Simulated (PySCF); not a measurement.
A calculated (LDA, PySCF 2.14, aug-cc-pwCVTZ-DK with one added diffuse shell each of s, p, d, f, g type, scalar relativity by spin-free X2C-1e) atom or ion has these occupied shells.

```tsv
shell	electrons	orbital energy (eV)	rms radius, mean of both spins (bohr)
1s α	1	-7572.4	0.0649
1s β	1	-7572.3	0.0649
2s α	1	-899.18	0.278
2s β	1	-898.16	0.278
2p α	3	-771.71	0.250
2p β	3	-770.92	0.250
3s α	1	-105.97	0.839
3s β	1	-103.90	0.839
3p α	3	-69.789	0.898
3p β	3	-67.767	0.898
3d α	5	-13.307	1.33
3d β	3	-11.743	1.33
```

Question: Name the element and its charge.

Answer: Co⁺ (cobalt, charge +1), in [Ar] 3d8, high-spin 3F determinant.
